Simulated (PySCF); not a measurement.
Orbital energies, ionisation energy and electron affinity

Species: ReO3(NH2) (singlet state).
Geometry (PBE0-D3(BJ)/def2-SVP, Å), atoms numbered from 1 in this order:
```xyz
7
H2NO3Re angstrom
Re     0.331    0.620    0.246
O      0.333    0.597    1.946
O      1.932    0.629   -0.316
O     -0.550    1.972   -0.285
N     -0.513   -0.947   -0.454
H     -0.012   -1.815   -0.623
H     -1.522   -1.054   -0.513
```

Level: wB97X-D/def2-SVPD (PySCF). Frontier orbitals with their largest atomic shares (Löwdin; up to four atoms above 4 %):

| orbital | ε (eV) | main atoms |
| --- | --- | --- |
| HOMO−3 | -11.84 | O2 30 %, O3 28 %, O4 22 %, Re1 10 % |
| HOMO−2 | -11.79 | O4 42 %, O3 38 %, O2 10 %, Re1 8 % |
| HOMO−1 | -11.46 | O2 48 %, O4 25 %, O3 22 %, Re1 5 % |
| HOMO | -10.96 | ? |
| LUMO | -1.29 | Re1 51 %, O3 18 %, O4 16 %, O2 6 % |
| LUMO+1 | -0.77 | Re1 52 %, O2 16 %, O4 11 %, O3 10 % |
| LUMO+2 | 0.64 | Re1 48 %, N5 13 %, O2 10 %, O4 8 % |

**Question.** What vertical ionisation energy does ΔSCF give, and how far is −ε(HOMO) from it?

**Answer.** ΔSCF: 11.28 eV (1089 kJ/mol; threshold wavelength 110 nm); ⟨S²⟩ of the doublet left behind is 0.788, against 0.75 for a pure doublet. −ε(HOMO) is 10.96 eV, 0.32 eV below it. In exact Kohn–Sham theory the two would be equal; wB97X-D (range-separated hybrid) falls short of its own ΔSCF value by 3 %. Holes in the HOMO−1 and HOMO−2 were tried too where these lie within 1.2 eV of the HOMO; the lowest converged state counts.

**Question.** On which atoms does the HOMO lie?

**Answer.** N5 (nitrogen bonded to Re and 2 H) 54 %, O2 (oxygen bonded to Re) 19 %, O4 (oxygen bonded to Re) 8 %, O3 (oxygen bonded to Re) 5 %. The HOMO−1 lies 0.50 eV lower.

**Question.** And the vertical electron affinity, the fundamental gap, Mulliken's electronegativity and the hardness (with the factor ½)?

**Answer.** EA = 0.99 eV by ΔSCF (−ε(LUMO) = 1.29 eV). IE − EA = 10.29 eV against an orbital gap of 9.67 eV; (IE + EA)/2 = 6.13 eV; (IE − EA)/2 = 5.14 eV.

**Question.** How many of the 10 lowest singlet excitations (vertical TDDFT, same level) lie below the ionisation energy?

**Answer.** All 10; they run from 4.50 to 6.30 eV.

**Question.** Shift the occupied levels rigidly so that −ε(HOMO) equals the ΔSCF value. What binding energies result?

**Answer.** The shift is +0.32 eV: HOMO 11.28, HOMO−1 11.78, HOMO−2 12.11, HOMO−3 12.16 eV. A rigid shift is only a rough guide to the deeper ionisations.

Geometry: PBE0-D3(BJ)/def2-SVP; no solvent, vibrations or thermal averaging. Atoms past krypton carry effective core potentials; spin–orbit coupling is left out.

The run behind these numbers computed excited states and ΔSCF ions as well. Hardware: one thread, x86-64 server, shared host. Cost: 87 s of wall time.
